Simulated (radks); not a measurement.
Ru, configuration [Kr] 4d5.5 5s1.5 5p1 (fractional occupations, a model configuration). All-electron calculation, Dirac Kohn-Sham, LDA (Slater exchange, Perdew-Wang correlation), spin-unpolarised, spherical densities, point nucleus; open shells fill j = l - 1/2 first. Program: a radial shooting solver on a logarithmic mesh with Libxc functionals.

Normalised radial functions P(r) = r R(r) (large component), r in bohr:

| r | 4p1/2 |
|---|---|
| 0.004425 | 0.0115 |
| 0.00595 | 0.0183 |
| 0.007999 | 0.0293 |
| 0.01084 | 0.0472 |
| 0.01458 | 0.0745 |
| 0.01975 | 0.1163 |
| 0.02656 | 0.1733 |
| 0.03599 | 0.2474 |
| 0.04839 | 0.3234 |
| 0.06559 | 0.3757 |
| 0.08818 | 0.3525 |
| 0.1195 | 0.1972 |
| 0.1607 | -0.0924 |
| 0.2178 | -0.4311 |
| 0.2928 | -0.5851 |
| 0.3936 | -0.3624 |
| 0.5335 | 0.2344 |
| 0.7172 | 0.8442 |
| 0.972 | 1.0883 |
| 1.307 | 0.8676 |
| 1.771 | 0.4551 |
| 2.381 | 0.1600 |
| 3.227 | 0.0331 |
| 4.339 | 0.0039 |
| 5.88 | 0.0002 |
| 7.906 | 0.0000 |
| 10.71 | 0.0000 |
| 14.41 | 0.0000 |

4p1/2: eigenvalue -55.048 eV, 2 radial nodes at r = 0.148, 0.480 bohr, <r> = 1.10 bohr, 90 % of the charge inside 1.62 bohr.
